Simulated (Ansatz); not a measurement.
A nudged elastic band was laid between two geometries of C2H6BBr (10 atoms, charge 0, multiplicity 1).

Level of theory: RKS PBE-D4/def2-SVP (Ansatz 0.2.0).

```
movable images  : 7
climbing image  : yes
spring          : 5.0 eV/Å²
optimiser       : quadratic models (default)
start path      : through a guess of the saddle point
force threshold : 0.03 eV/Å
iteration limit : 60
end points      : relaxed
```

Image 0:

```xyz
10
Properties=species:S:1:pos:R:3
C -0.984 0.458 -0.841
B -0.193 -0.549 0.069
C 0.943 -0.079 1.053
Br 2.210 -0.574 -0.412
H -1.246 0.040 -1.834
H -1.958 0.635 -0.326
H -0.502 1.448 -0.974
H -0.497 -1.730 0.101
H 1.094 0.999 1.244
H 1.217 -0.700 1.923
```

Image 8:

```xyz
10
Properties=species:S:1:pos:R:3
C -0.983 0.457 -0.841
B -0.193 -0.550 0.069
C 0.942 -0.078 1.053
Br 2.208 -0.576 -0.413
H -1.251 0.039 -1.832
H -0.497 1.444 -0.979
H -1.954 0.641 -0.321
H -0.495 -1.731 0.101
H 1.093 1.000 1.243
H 1.216 -0.699 1.923
```

Which bonds break or form, and what moves?

No bond is made or broken.  The two ends are copies of one structure, up to a mirror image or an exchange of like atoms.

Give the energies along the band, and the barrier.

The forces met the threshold. The highest image is number 4 of 0 to 8, 69.6 kcal/mol above the ends, which have the same energy within 2 meV. Neighbouring images differ by up to 1.8 eV, so the band resolves the path poorly. A vibrational analysis at the climbing image gives one clearly imaginary mode, 1454i cm⁻¹: a first-order saddle point.

```tsv
image	path coordinate (Å)	energy (kcal/mol)
0	0.00	0.0
1	0.74	0.7
2	1.48	6.8
3	2.21	32.0
4	2.95	69.6
5	3.74	29.1
6	4.52	5.6
7	5.31	1.1
8	6.10	0.0
```

What is the geometry of the highest image?


```xyz
10
Properties=species:S:1:pos:R:3
C -1.274 0.412 -0.810
B -0.181 -0.496 -0.130
C 0.997 -0.061 0.865
Br 2.724 -0.391 -0.049
H -1.796 -0.371 -1.358
H -1.671 1.430 -0.951
H -0.459 0.799 -0.111
H -0.310 -1.659 -0.423
H 1.038 0.993 1.206
H 1.014 -0.708 1.763
```

Run time: 3 min on 2 threads of Intel(R) Xeon(R) Platinum 8488C (Sapphire Rapids) (shared host), peak memory 0.16 GiB.
